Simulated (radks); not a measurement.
Spin polarisation of the 6p3 shell in Bi. Start: [Hg] 6p(up 1.5, down 1.5); electrons of 6p are moved from spin down to spin up, other shells keep equal spins. Calculated with a radial shooting solver on a logarithmic mesh with Libxc functionals: non-relativistic Kohn-Sham, PBE, spin-polarised, spherical densities, point nucleus.

moment (Bohr magnetons) = 0: E - E(0) (eV) 0.000; e(6p up) (eV) -4.739; e(6p down) (eV) -4.739; 6s down minus up (eV) 0.000; 5d down minus up (eV) 0.000; 5p down minus up (eV) 0.000
moment (Bohr magnetons) = 0.75: E - E(0) (eV) -0.082; e(6p up) (eV) -4.939; e(6p down) (eV) -4.503; 6s down minus up (eV) 0.418; 5d down minus up (eV) 0.063; 5p down minus up (eV) 0.028
moment (Bohr magnetons) = 1.5: E - E(0) (eV) -0.327; e(6p up) (eV) -5.106; e(6p down) (eV) -4.230; 6s down minus up (eV) 0.839; 5d down minus up (eV) 0.127; 5p down minus up (eV) 0.056
moment (Bohr magnetons) = 2.25: E - E(0) (eV) -0.739; e(6p up) (eV) -5.239; e(6p down) (eV) -3.921; 6s down minus up (eV) 1.264; 5d down minus up (eV) 0.193; 5p down minus up (eV) 0.084
moment (Bohr magnetons) = 3: E - E(0) (eV) -1.317; e(6p up) (eV) -5.339; e(6p down) (eV) -3.569; 6s down minus up (eV) 1.687; 5d down minus up (eV) 0.261; 5p down minus up (eV) 0.113

At moment 3 the spin-polarisation energy is -1.317 eV and the 6p exchange splitting 1.771 eV, that is 0.590 eV per Bohr magneton; E = -I m^2/4 would give I = 0.585 eV.
